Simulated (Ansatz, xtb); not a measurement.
**ClGeHNSb: which of two structures lies lower**

We compare a, a singlet given by its coordinates, with b, a singlet given by its coordinates. Both are isolated molecules in the gas phase, relaxed with B3LYP-D3(BJ)/def2-SVP.

a (Å):

```xyz
5

Cl   -2.9625    3.2061    0.2511
Ge   -2.4512    1.0634    0.8470
N    -1.2566    1.5158    2.3441
Sb   -2.7661    1.5030    3.6250
H    -0.3448    1.9569    2.4794
```

Close contacts (Å): Cl1–Ge2 2.28, Ge2–N3 1.97, Ge2–Sb4 2.83, N3–Sb4 1.98, N3–H5 1.02.

b (Å):

```yaml
atoms:
  - { symbol: Cl, position_ang: [-1.6743, -0.7965, 0.2535] }
  - { symbol: Ge, position_ang: [-0.3103, 1.2727, 0.3208] }
  - { symbol: N, position_ang: [0.8742, 0.2595, -0.5957] }
  - { symbol: Sb, position_ang: [0.3712, -1.7445, -1.0526] }
  - { symbol: H, position_ang: [1.7751, 0.6403, -0.8930] }
```

Close contacts (Å): Cl1–Ge2 2.48, Cl1–Sb4 2.61, Ge2–N3 1.81, N3–Sb4 2.12, N3–H5 1.02.

Quicker runs give these differences E(b) − E(a): GFN2-xTB −0.2 kcal/mol; HF/STO-3G −3.2 kcal/mol (at GFN2-xTB geometries); r2SCAN-D4/def2-SVP +6.3 kcal/mol (at GFN2-xTB geometries).

Task: Estimate E(b) − E(a) at the level CCSD(T)/def2-SVP + ΔMP2/def2-TZVPP.

Result: Calculated at CCSD(T)/def2-SVP + ΔMP2/def2-TZVPP: E(b) − E(a) = +8.4 kcal/mol, so structure a lies lower.

Level by level:

| level | geometry | E(b) − E(a) (kcal/mol) | departure from the last row (kcal/mol) | job, with rough time for the two |
| --- | --- | --- | --- | --- |
| GFN2-xTB | GFN2-xTB | −0.2 | −8.6 | optimisation, 0.53 s |
| HF/STO-3G | GFN2-xTB | −3.2 | −11.6 | single point, 3.5 s |
| r2SCAN-D4/def2-SVP | GFN2-xTB | +6.3 | −2.2 | single point, 7.5 s |
| B3LYP-D3(BJ)/def2-SVP | B3LYP-D3(BJ)/def2-SVP | +2.8 | −5.6 | optimisation, 97 s |
| HF/def2-SVP | B3LYP-D3(BJ)/def2-SVP | −0.7 | −9.1 | part of the CCSD(T) run |
| MP2/def2-SVP | B3LYP-D3(BJ)/def2-SVP | +6.1 | −2.3 | part of the CCSD(T) run |
| CCSD(T)/def2-SVP | B3LYP-D3(BJ)/def2-SVP | +4.9 | −3.5 | single point |
| CCSD(T)/def2-SVP + ΔMP2/def2-TZVPP | B3LYP-D3(BJ)/def2-SVP | +8.4 |  | single point, 2.1 min |

HF/STO-3G, HF/def2-SVP put the two in the other order. GFN2-xTB finds them nearly level. The largest departure from CCSD(T)/def2-SVP + ΔMP2/def2-TZVPP is that of HF/STO-3G, 11.6 kcal/mol. The last row adds to CCSD(T) the change of the MP2 difference between the two basis sets, here +3.5 kcal/mol, a large step that makes the value less sure.

With harmonic frequencies from B3LYP-D3(BJ)/def2-SVP (ideal gas, rigid rotor, one conformer each, 298.15 K, 1 atm): on the last row, ΔE + ΔZPE = +8.7 kcal/mol. A mode under 50 cm⁻¹ makes harmonic enthalpies and free energies unreliable, so none is given.

The T1 diagnostic of structures a and b is large, so the coupled-cluster value is less sure. The correlated steps freeze 19 core orbitals; the filled d shell of Ge and Sb is correlated, in a basis made for valence electrons. Atoms past krypton carry core potentials in the def2 sets, other sets are all-electron and non-relativistic, and no spin–orbit term is included. Programs: Ansatz 0.2.0, xtb 6.7.1; the last row on 1 thread of AMD EPYC 7R43 64-Core Processor (Zen 3) on a shared host.
